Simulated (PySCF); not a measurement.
Exercise with solution: chemical shift, span and skew from a shielding tensor

C3H6BFO2, SMILES OB(O)[C@@H]1C[C@@H]1F. Atoms are numbered in the order given.

```xyz
13

O      1.3110     0.6695    -1.0446
B      1.0791    -0.2393    -0.0610
O      2.1103    -0.5563     0.7833
C     -0.3476    -0.8841     0.0684
C     -1.4288    -0.5098    -0.9481
C     -1.5033     0.0126     0.4354
F     -1.2451     1.3376     0.6598
H      2.2018     1.0403    -0.9917
H      1.8624    -1.1802     1.4745
H     -0.4028    -1.8919     0.4981
H     -1.1194     0.1971    -1.7223
H     -2.1537    -1.2662    -1.2614
H     -2.2699    -0.3586     1.1246
```
Charge 0, spin multiplicity 1.

The structure is a stationary point at B3LYP-D3(BJ)/def2-SVP. The structure was generated by enumeration; whether it is a known compound was not checked. Other conformers were not sampled.

GIAO shieldings from PBE/pcSseg-1 run with PySCF, non-relativistic, no solvent. The symmetric part of the tensor of C4 has the principal values 138.3, 158.2, 218.4 ppm. The same nucleus in TMS has σ = 182.0 ppm at this level (PySCF, at its B3LYP-D3(BJ)/def2-TZVP geometry).

### Question
Work out the isotropic shielding, the ¹³C shift against TMS, the span and the skew.

### Answer

σ(iso) = (σ11 + σ22 + σ33)/3 = 171.6 ppm. δ = σ(ref) − σ(iso) = 182.0 − (171.6) = 10.4 ppm.
Span Ω = σ33 − σ11 = 80.1 ppm. Skew κ = 3(σ(iso) − σ22)/Ω = 0.50. Tumbling in solution averages the tensor to δ; in a static solid the shielding alone would spread this spin-1/2 line over Ω.
